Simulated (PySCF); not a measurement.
## Bond length, frequency and bond energy of TlSb⁺ by level of theory

State: ⁴Σ⁻ (quartet), unpaired electrons σ ↑, π ↑↑. Set-up: Tl cc-pVDZ-PP with ECP60, Sb cc-pVDZ-PP with ECP28; scalar-relativistic core potentials (PySCF 2.14). De refers to Tl⁺ + Sb in their high-spin ground configurations, without counterpoise correction. The functionals are run spin-unrestricted. A positive dipole points towards Sb; it is taken about the centre of mass and depends on that origin.

| Level | Re (Å) | ωe (cm⁻¹) | De (eV) | μ (D) |
| --- | --- | --- | --- | --- |
| UHF | 3.782 | 37.2 | n/a | -4.01 |
| UHF-MP2 | 3.475 | 53.3 | n/a | n/a |
| UHF-SCS-MP2 | 3.551 | 48.8 | n/a | n/a |
| UHF-CCSD | 3.520 | 50.8 | n/a | n/a |
| UHF-CCSD(T) | 3.485 | 52.9 | n/a | n/a |
| PBE | 3.298 | 66.7 | n/a | -1.13 |
| PBEsol | 3.205 | 73.8 | n/a | -0.85 |
| r²SCAN | 3.281 | 66.2 | n/a | -1.43 |
| PBE0 | 3.307 | 65.1 | n/a | -1.57 |
| M06 | 3.270 | 73.4 | n/a | -1.28 |
| HSE06 | 3.296 | 66.1 | n/a | -1.45 |
| BHandHLYP | 3.381 | 60.0 | n/a | -1.96 |

The bond length runs from 3.205 Å (PBEsol) to 3.782 Å (UHF).

Correlated steps freeze 8 core orbitals. These are scalar-relativistic numbers at best; spin–orbit coupling would shift them, the dissociation energy most. The state is the lowest determinant that a PBE0 search found; another state may lie lower at other levels.
